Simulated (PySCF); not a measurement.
Give a GFN2-xTB geometry of `N#CCS[SiH3]`.

```
atom  x, y, z in Å
N1    -1.5388    1.7561   -1.1280
C2    -1.4772    0.7572   -0.5744
C3    -1.3447   -0.4939    0.1092
S4     0.1810   -1.3713   -0.4343
Si5    1.7062    0.0332    0.1505
H6    -1.3004   -0.3406    1.1889
H7    -2.1755   -1.1545   -0.1417
H8     2.9183   -0.7212   -0.1046
H9     1.4811    0.3051    1.5671
H10    1.5588    1.2347   -0.6552
```

Any rigid rotation of these coordinates is as good. Atoms count from 1 in this order. Si5 (SiH3 silicon) is distorted tetrahedral (angles from 101.8° to 114.7°).

Bonds between heavy atoms (Å): N1≡C2 1.144, C2–C3 1.432, C3–S4 1.842, S4–Si5 2.154.

Structure optimised with GFN2-xTB, isolated species.

Point group: C1 (no symmetry element, even within 0.4 Å). No GFN2-xTB frequencies stand behind this structure, so it isn't proved a minimum. The numbers are those of one conformer (C2–C3–S4–Si5 61°).

All values are computed, not measured.
